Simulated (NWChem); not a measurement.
Ionisation of 1,1,1,3,3-pentafluoropropane (C$_{3}$H$_{3}$F$_{5}$)

```
C
H 1 1.0996
H 1 1.1001 2 108.36
C 1 1.5150 2 107.73 3 117.63
F 4 1.3386 1 112.42 2 -173.89
F 4 1.3421 5 107.72 1 -122.05
F 4 1.3488 5 107.44 6 -115.56
C 1 1.5185 2 108.60 3 -118.10
F 8 1.3561 1 110.48 2 172.96
F 8 1.3587 9 108.02 1 118.70
H 8 1.1038 9 108.26 10 117.31
```
Charge 0, spin multiplicity 1.

Program: NWChem. Structure: optimised with B3LYP/def2-SVP, with no frequency check, so it may be a saddle point. It is one conformer; others weren't searched.

Basis set: def2-SVP. The species with one electron less has spin multiplicity 2 and keeps the geometry of the parent. Δ marks differences of total energies (open shells unrestricted). −ε marks an orbital energy of the parent. That orbital need not have the symmetry of the hole or added electron in the Δ rows.

B3LYP has NWChem's definition, with VWN1-RPA local correlation. The stability of the SCF solutions was not checked.

### Question
For the first vertical ionisation energy, ΔPBE gives 11.63 eV and −ε(HOMO) of B3LYP gives 9.71 eV. What do G0W0@PBE, Δr2SCAN, G0W0@CAM-B3LYP give?

### Answer
G0W0@PBE: 11.95 eV; Δr2SCAN: 12.09 eV; G0W0@CAM-B3LYP: 12.72 eV.
